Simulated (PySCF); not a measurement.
Ligand exchange on a metal centre used in film growth or etching (Zr NH2-H). All species are isolated molecules in the gas phase. One relaxed conformer stands for each flexible species; it need not be the lowest.

Calculation: PySCF with PBE-D3(BJ)/def2-TZVP // BP86-D3(BJ)/def2-SVP. All candidates: neutral, multiplicity 1. 

```yaml
HOMO: -6.06 eV
LUMO: -2.20 eV
HOMO–LUMO gap: 3.87 eV
```

Task: Identify which member has these values.
A. [Zr(NH2)2(H)2]
B. [Zr(NH2)4]
C. [Zr(H)4]
D. [Zr(NH2)3(H)]

Result: A, [Zr(NH2)2(H)2]. The others give [Zr(H)4]: -7.20 eV, -3.52 eV, 3.69 eV; [Zr(NH2)4]: -5.34 eV, -0.85 eV, 4.49 eV; [Zr(NH2)3(H)]: -5.70 eV, -0.92 eV, 4.78 eV
